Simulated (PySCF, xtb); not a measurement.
AlClHIO, SMILES [OH][Al]([Cl])[I].

xtb with GFN2-xTB at its own geometry gives an orbital gap of 4.17 eV and a dipole moment of 4.83 D.

Geometry optimised at B3LYP-D3(BJ)/def2-SVP. The def2 effective core potentials stand for the cores of I; spin–orbit coupling is left out. Other conformers were not sampled.

Question: What does PySCF with B3LYP/def2-TZVPD give? (An estimate is asked for; the answer gives what the named calculation found.)

Answer: gap 6.09 eV (levels -7.83 and -1.74 eV), dipole 1.80 D.
